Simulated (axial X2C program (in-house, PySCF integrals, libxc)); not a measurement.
**Which molecule has these constants?**

Calculated with an axial X2C code built on PySCF integrals, spin-free (one-electron X2C) or two-component (2c: spin–orbit coupling with atomic mean-field Coulomb and Gaunt terms, which also bring small scalar terms), in Dyall basis sets with cores contracted in-house; open shells are unrestricted.

A two-component PBE0 calculation in a Dyall 3-zeta basis gave Re = 1.871 Å, ωe = 798.5 cm⁻¹, De = 3.04 eV, dipole magnitude 0.98 D, Ω = 0.

Question: Which molecule is it?
A. BePt
B. BeNi
C. BePd

Answer: A. The others have BePd 1.911 Å and 633.5 cm⁻¹ (Ω = 0); BeNi 2.037 Å and 495.6 cm⁻¹ (Ω = 3).

Each entry is the lowest single determinant of a limited PBE0 search at one distance. De goes to single-determinant-based atoms at the same level (for ions the charge split of lowest energy) and is withheld (n/a) where an atom does not fit its ground term or J level. Main or longest-lived isotopes. One determinant is a doubtful description, or other states lie close, for BeNi; these need not be ground states, and all values refer to the states named. With several unpaired electrons the Ω given is that of one determinant, not necessarily of the lowest component. The functionals have no current term, which raises determinants with orbital currents.
